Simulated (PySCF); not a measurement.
cyclobutane (C4H8), singlet, geometry from GFN2-xTB; PBE0/6-31G*, polarisability by finite fields (PySCF).

PySCF was given this input:
```python
from pyscf import gto, scf, dft

mol = gto.M(
    atom='''
C    -0.006133    1.082956    0.058537
C     0.006858   -1.082210    0.070938
C    -1.082946   -0.006834   -0.058640
C     1.082221    0.006088   -0.070834
H    -0.015054    1.842315   -0.720769
H    -0.003624    1.577299    1.027915
H     0.007103   -1.850498   -0.699618
H     0.015232   -1.565351    1.045915
H    -1.842432   -0.006927    0.720592
H    -1.577131   -0.015351   -1.028065
H     1.850383    0.015110    0.699794
H     1.565522    0.003404   -1.045765
''',
    basis='6-31g*',
    charge=0,
    spin=0,
    verbose=4,
)

mf = dft.RKS(mol)
mf.xc = 'pbe0'
mf.conv_tol = 1e-11
mf.kernel()
h0, z, done = mf.get_hcore(), mol.intor('int1e_r')[2], []
def energy(F):
    f = mf.copy()
    f.scf_summary = {}
    f.get_hcore = lambda *a: h0 + F * z
    e = f.kernel(mf.make_rdm1())
    done.append(f.converged)
    return e
F = 0.05
alpha = -(energy(F) + energy(-F) - 2 * mf.e_tot) / F**2
print('alpha_zz =', alpha)
```

Output, abridged:

```
PySCF version 2.14.0

[INPUT] verbose = 4
[INPUT] num. atoms = 12
[INPUT] num. electrons = 32
[INPUT] charge = 0
[INPUT] spin (= nelec alpha-beta = 2S) = 0
[INPUT] symmetry False subgroup None
[INPUT] Mole.unit = angstrom
[INPUT] Symbol           X                Y                Z      unit          X                Y                Z       unit  Magmom
[INPUT]  1 C     -0.006133000000   1.082956000000   0.058537000000 AA   -0.011589690322   2.046490244954   0.110618898154 Bohr   0.0
[INPUT]  2 C      0.006858000000  -1.082210000000   0.070938000000 AA    0.012959741762  -2.045080509266   0.134053391824 Bohr   0.0
[INPUT]  3 C     -1.082946000000  -0.006834000000  -0.058640000000 AA   -2.046471347693  -0.012914388335  -0.110813539944 Bohr   0.0
[INPUT]  4 C      1.082221000000   0.006088000000  -0.070834000000 AA    2.045101296253   0.011504652646  -0.133856860307 Bohr   0.0
[INPUT]  5 H     -0.015054000000   1.842315000000  -0.720769000000 AA   -0.028447937079   3.481470785178  -1.362056009077 Bohr   0.0
[INPUT]  6 H     -0.003624000000   1.577299000000   1.027915000000 AA   -0.006848367475   2.980663126550   1.942477829332 Bohr   0.0
[INPUT]  7 H      0.007103000000  -1.850498000000  -0.699618000000 AA    0.013422724663  -3.496934414055  -1.322086411816 Bohr   0.0
[INPUT]  8 H      0.015232000000  -1.565351000000   1.045915000000 AA    0.028784308329  -2.958084678814   1.976492899574 Bohr   0.0
[INPUT]  9 H     -1.842432000000  -0.006927000000   0.720592000000 AA   -3.481691883135  -0.013090132865   1.361721527553 Bohr   0.0
[INPUT] 10 H     -1.577131000000  -0.015351000000  -1.028065000000 AA   -2.980345652561  -0.029009185738  -1.942761288251 Bohr   0.0
[INPUT] 11 H      1.850383000000   0.015110000000   0.699794000000 AA    3.496717095551   0.028553761742   1.322419003614 Bohr   0.0
[INPUT] 12 H      1.565522000000   0.003404000000  -1.045765000000 AA    2.958407821981   0.006432627728  -1.976209440656 Bohr   0.0

nuclear repulsion = 127.617879703269
number of shells = 40
number of NR pGTOs = 140
number of NR cGTOs = 72
basis = 6-31g*
ecp = {}

******** <class 'pyscf.dft.rks.RKS'> ********
method = RKS
initial guess = minao
damping factor = 0
level_shift factor = 0
DIIS = <class 'pyscf.scf.diis.CDIIS'>
diis_start_cycle = 1
diis_space = 8
diis_damp = 0
SCF conv_tol = 1e-11
SCF conv_tol_grad = None
SCF max_cycles = 50
direct_scf = True
direct_scf_tol = 1e-13
XC library pyscf.dft.libxc version 7.1.2
    S. Lehtola, C. Steigemann, M. J. T. Oliveira, and M. A. L. Marques,  SoftwareX 7, 1–5 (2018)
XC functionals = pbe0
    C. Adamo and V. Barone,  J. Chem. Phys. 110, 6158 (1999)
    M. Ernzerhof and G. E. Scuseria,  J. Chem. Phys. 110, 5029 (1999)
radial grids:
    Treutler-Ahlrichs [JCP 102, 346 (1995); DOI:10.1063/1.469408] (M4) radial grids

becke partition: Becke, JCP 88, 2547 (1988); DOI:10.1063/1.454033
pruning grids: <function nwchem_prune>
grids dens level: 3
symmetrized grids: False
atomic radii adjust function: <function treutler_atomic_radii_adjust>
small_rho_cutoff = 0
Set gradient conv threshold to 3.16228e-06
Initial guess from minao.
tot grids = 134936
init E= -157.341785071327
  HOMO = -0.353053533447063  LUMO = 0.0417470719491009  gap/eV = 10.74307
cycle= 1 E= -156.979102873286  delta_E= 0.363  |g|= 0.347  |ddm|= 2.86
  HOMO = -0.234857798922053  LUMO = 0.132519104815451  gap/eV = 9.99683
cycle= 2 E= -156.970645102465  delta_E= 0.00846  |g|= 0.402  |ddm|= 0.785
  HOMO = -0.304576084303574  LUMO = 0.107274134503502  gap/eV = 11.20702
cycle= 3 E= -157.012977922208  delta_E= -0.0423  |g|= 0.022  |ddm|= 0.412
  HOMO = -0.304778730494601  LUMO = 0.107119726224376  gap/eV = 11.20833
cycle= 4 E= -157.013081809605  delta_E= -0.000104  |g|= 0.00327  |ddm|= 0.0234
  HOMO = -0.304764644974662  LUMO = 0.107203902922088  gap/eV = 11.21024
cycle= 5 E= -157.013084499946  delta_E= -2.69e-06  |g|= 8.06e-05  |ddm|= 0.00389
  HOMO = -0.304763382634886  LUMO = 0.107205288610587  gap/eV = 11.21024
cycle= 6 E= -157.013084501765  delta_E= -1.82e-09  |g|= 6.98e-06  |ddm|= 0.000132
  HOMO = -0.304761282720153  LUMO = 0.107206559333989  gap/eV = 11.21022
cycle= 7 E= -157.01308450178  delta_E= -1.55e-11  |g|= 7.16e-07  |ddm|= 9.73e-06
  HOMO = -0.304761220522312  LUMO = 0.107206617397264  gap/eV = 11.21022
cycle= 8 E= -157.01308450178  delta_E=    0  |g|= 1.25e-07  |ddm|= 1.11e-06
  HOMO = -0.304761226226144  LUMO = 0.107206613254221  gap/eV = 11.21022
Extra cycle  E= -157.01308450178  delta_E= 6.25e-13  |g|= 1.37e-07  |ddm|= 2.49e-07
converged SCF energy = -157.01308450178

******** <class 'pyscf.dft.rks.RKS'> ********
method = RKS
initial guess = minao
damping factor = 0
level_shift factor = 0
DIIS = <class 'pyscf.scf.diis.CDIIS'>
diis_start_cycle = 1
diis_space = 8
diis_damp = 0
SCF conv_tol = 1e-11
SCF conv_tol_grad = None
SCF max_cycles = 50
direct_scf = True
direct_scf_tol = 1e-13
XC library pyscf.dft.libxc version 7.1.2
    S. Lehtola, C. Steigemann, M. J. T. Oliveira, and M. A. L. Marques,  SoftwareX 7, 1–5 (2018)
XC functionals = pbe0
    C. Adamo and V. Barone,  J. Chem. Phys. 110, 6158 (1999)
    M. Ernzerhof and G. E. Scuseria,  J. Chem. Phys. 110, 5029 (1999)
radial grids:
    Treutler-Ahlrichs [JCP 102, 346 (1995); DOI:10.1063/1.469408] (M4) radial grids

becke partition: Becke, JCP 88, 2547 (1988); DOI:10.1063/1.454033
pruning grids: <function nwchem_prune>
grids dens level: 3
symmetrized grids: False
atomic radii adjust function: <function treutler_atomic_radii_adjust>
small_rho_cutoff = 0
Overwritten attributes  get_hcore  of <class 'pyscf.dft.rks.RKS'>
Set gradient conv threshold to 3.16228e-06
init E= -157.013084050708
  HOMO = -0.300556577841276  LUMO = 0.0208761481104212  gap/eV = 8.74663
cycle= 1 E= -157.048201815561  delta_E= -0.0351  |g|= 0.202  |ddm|= 1.43
  HOMO = -0.318966338616832  LUMO = 0.0429118754380822  gap/eV = 9.84721
cycle= 2 E= -157.053648490551  delta_E= -0.00545  |g|= 0.155  |ddm|= 0.724
  HOMO = -0.306631216014045  LUMO = 0.0388840456780764  gap/eV = 9.40195
cycle= 3 E= -157.060226634855  delta_E= -0.00658  |g|= 0.0191  |ddm|= 0.281
  HOMO = -0.309800111164488  LUMO = 0.0370727016787287  gap/eV = 9.43889
cycle= 4 E= -157.060315771413  delta_E= -8.91e-05  |g|= 0.00371  |ddm|= 0.0226
  HOMO = -0.309232841525913  LUMO = 0.0372249844804791  gap/eV = 9.42760
cycle= 5 E= -157.060319386216  delta_E= -3.61e-06  |g|= 0.000242  |ddm|= 0.00492
  HOMO = -0.309278187904133  LUMO = 0.0372277905529437  gap/eV = 9.42891
cycle= 6 E= -157.060319395595  delta_E= -9.38e-09  |g|= 0.000159  |ddm|= 0.000425
  HOMO = -0.309267535072538  LUMO = 0.0372339644334465  gap/eV = 9.42879
cycle= 7 E= -157.060319401739  delta_E= -6.14e-09  |g|= 8.8e-06  |ddm|= 0.000136
  HOMO = -0.309267725777281  LUMO = 0.0372341427967524  gap/eV = 9.42880
cycle= 8 E= -157.060319401759  delta_E= -2e-11  |g|= 1.4e-06  |ddm|= 1.45e-05
  HOMO = -0.309267867505817  LUMO = 0.0372340646938247  gap/eV = 9.42880
cycle= 9 E= -157.06031940176  delta_E= -4.55e-13  |g|= 1.44e-07  |ddm|= 2.56e-06
  HOMO = -0.309267838551513  LUMO = 0.037234069319144  gap/eV = 9.42880
Extra cycle  E= -157.060319401758  delta_E= 1.59e-12  |g|= 7.96e-08  |ddm|= 3.01e-07
converged SCF energy = -157.060319401758

******** <class 'pyscf.dft.rks.RKS'> ********
method = RKS
initial guess = minao
damping factor = 0
level_shift factor = 0
DIIS = <class 'pyscf.scf.diis.CDIIS'>
diis_start_cycle = 1
diis_space = 8
diis_damp = 0
SCF conv_tol = 1e-11
SCF conv_tol_grad = None
SCF max_cycles = 50
direct_scf = True
direct_scf_tol = 1e-13
XC library pyscf.dft.libxc version 7.1.2
    S. Lehtola, C. Steigemann, M. J. T. Oliveira, and M. A. L. Marques,  SoftwareX 7, 1–5 (2018)
XC functionals = pbe0
    C. Adamo and V. Barone,  J. Chem. Phys. 110, 6158 (1999)
    M. Ernzerhof and G. E. Scuseria,  J. Chem. Phys. 110, 5029 (1999)
radial grids:
    Treutler-Ahlrichs [JCP 102, 346 (1995); DOI:10.1063/1.469408] (M4) radial grids

becke partition: Becke, JCP 88, 2547 (1988); DOI:10.1063/1.454033
pruning grids: <function nwchem_prune>
grids dens level: 3
symmetrized grids: False
atomic radii adjust function: <function treutler_atomic_radii_adjust>
small_rho_cutoff = 0
Set gradient conv threshold to 3.16228e-06
init E= -157.013084952852
  HOMO = -0.300556211890481  LUMO = 0.02087615647303  gap/eV = 8.74662
cycle= 1 E= -157.048202728787  delta_E= -0.0351  |g|= 0.202  |ddm|= 1.43
  HOMO = -0.318966191227785  LUMO = 0.0429121144096816  gap/eV = 9.84721
cycle= 2 E= -157.053649416869  delta_E= -0.00545  |g|= 0.155  |ddm|= 0.724
  HOMO = -0.306631204155899  LUMO = 0.0388841818113326  gap/eV = 9.40195
cycle= 3 E= -157.060227537039  delta_E= -0.00658  |g|= 0.0191  |ddm|= 0.281
  HOMO = -0.309800060054661  LUMO = 0.0370728574537007  gap/eV = 9.43889
cycle= 4 E= -157.060316671771  delta_E= -8.91e-05  |g|= 0.00371  |ddm|= 0.0226
  HOMO = -0.309232788982282  LUMO = 0.0372251399226826  gap/eV = 9.42760
cycle= 5 E= -157.060320286613  delta_E= -3.61e-06  |g|= 0.000242  |ddm|= 0.00492
  HOMO = -0.309278135361781  LUMO = 0.0372279461758276  gap/eV = 9.42891
cycle= 6 E= -157.060320295991  delta_E= -9.38e-09  |g|= 0.000159  |ddm|= 0.000425
  HOMO = -0.30926748250608  LUMO = 0.0372341200814983  gap/eV = 9.42879
cycle= 7 E= -157.060320302134  delta_E= -6.14e-09  |g|= 8.8e-06  |ddm|= 0.000136
  HOMO = -0.309267673198147  LUMO = 0.0372342984245049  gap/eV = 9.42880
cycle= 8 E= -157.060320302153  delta_E= -1.94e-11  |g|= 1.4e-06  |ddm|= 1.45e-05
  HOMO = -0.309267814937759  LUMO = 0.0372342203225107  gap/eV = 9.42880
cycle= 9 E= -157.060320302154  delta_E= -5.12e-13  |g|= 1.44e-07  |ddm|= 2.56e-06
  HOMO = -0.309267785973991  LUMO = 0.0372342249488766  gap/eV = 9.42880
Extra cycle  E= -157.060320302154  delta_E= -2.84e-13  |g|= 7.9e-08  |ddm|= 3.01e-07
converged SCF energy = -157.060320302154
alpha_zz = 37.78828014110331
```
